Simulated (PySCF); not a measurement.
Species: C8H18O.
Structure used (PBE0-D3(BJ)/def2-SVP), in Å, numbered top down from 1:
```
atom  x, y, z in Å
C1     3.1045   -0.3681   -0.8802
C2     1.8327    0.1389   -0.2181
C3     0.6078   -0.0026   -1.1111
C4    -0.7440    0.2850   -0.4350
C5    -1.8726    0.0247   -1.4333
C6    -0.7944    1.7259    0.0866
C7    -2.1153    2.1294    0.7216
O8    -0.8981   -0.5103    0.7379
C9    -1.0131   -1.8899    0.5845
H10    3.0254   -1.4375   -1.1343
H11    3.9797   -0.2473   -0.2240
H12    3.3140    0.1746   -1.8162
H13    1.9681    1.1938    0.0708
H14    1.6486   -0.4072    0.7215
H15    0.5827   -1.0270   -1.5227
H16    0.6996    0.6571   -1.9909
H17   -1.8692    0.7952   -2.2184
H18   -1.7606   -0.9508   -1.9295
H19   -2.8522    0.0459   -0.9350
H20   -0.5386    2.4053   -0.7437
H21    0.0056    1.8276    0.8354
H22   -2.9340    2.1836   -0.0117
H23   -2.3994    1.4032    1.4968
H24   -2.0348    3.1194    1.1949
H25   -1.9326   -2.1891    0.0478
H26   -1.0557   -2.3237    1.5938
H27   -0.1500   -2.3414    0.0596
```

The closed-shell ground state was solved at several levels (PySCF, density fitting, gas phase, non-relativistic).

```csv
level,basis functions,HOMO (eV),LUMO (eV),gap (eV),dipole (D)
HF/pcSseg-1,243,-11.02,4.24,15.26,1.25
wB97X-D/def2-SVPD,327,-9.15,2.28,11.43,1.07
```

Task: What might PBE0/pcSseg-1 (243 basis functions) give for the same quantities?

Result: HOMO -7.18 eV, LUMO 1.35 eV, gap 8.53 eV, dipole 1.09 D.

Task: Over all these levels, which gives the widest orbital gap and which the narrowest?

Result: HF/pcSseg-1 (Hartree–Fock, all exact exchange) has the widest, 15.26 eV, and PBE0/pcSseg-1 (global hybrid, 25 % exact exchange) the narrowest, 8.53 eV. The two share the basis. From the narrowest to the widest the HOMO moves by -3.84 eV and the LUMO by +2.89 eV. The HOMO need not be the same orbital at Hartree–Fock and at DFT levels.

Task: How far do the dipole and the HOMO energy spread over the levels?

Result: The dipole runs from 1.07 to 1.25 D (mean 1.14 D) and the HOMO from -11.02 to -7.18 eV.

One conformer stands for the species.
